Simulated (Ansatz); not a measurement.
Gas-phase electronic energies from Ansatz, PBE0-D4/def2-TZVP geometries. CBS: MP2 limit from def2 TZ/QZ plus the TZ coupled-cluster correction, frozen cores. Functionals use def2-TZVPP. B3LYP here is the variant with VWN-RPA as its local correlation; programs differ in this. For Se outer-core shells are correlated without core-valence functions, which leaves a few kJ/mol of doubt a bond. Scalar relativity is left out up to krypton. Each species was taken in one conformer, which may not be the lowest.

Consider the ligand exchange at a B–C bond: `FBC[CH2][AlH2]` + `CC[SeH]` → `CC[Se]BF` + `C[CH2][AlH2]`.

| level | ΔE (kJ/mol) | difference from CCSD(T)/CBS |
| --- | --- | --- |
| r2SCAN-D4 | -72.2 | 1.0 |
| PBE0-D4 | -72.5 | 0.7 |
| B3LYP-D4 | -74.0 | -0.8 |
| ωB97X-V | -71.3 | 1.9 |
| ωB97M-V | -68.9 | 4.3 |
| B2PLYP | -73.8 | -0.6 |
| r2SCAN | -72.1 | 1.1 |
| PBE0 | -72.0 | 1.2 |
| B3LYP | -73.3 | -0.1 |
| HF/def2-TZVPP | -73.1 | 0.1 |
| MP2/def2-TZVPP | -74.2 | -1.0 |
| SCS-MP2/def2-TZVPP | -74.0 | -0.8 |
| CCSD(T)/def2-TZVPP | -72.3 | 0.9 |
| HF/def2-QZVPP | -71.9 | 1.3 |
| MP2/def2-QZVPP | -74.3 | -1.1 |
| SCS-MP2/def2-QZVPP | -73.9 | -0.7 |
| CCSD(T)/CBS | -73.2 | 0 |

Largest T1 diagnostic among the species: 0.012.
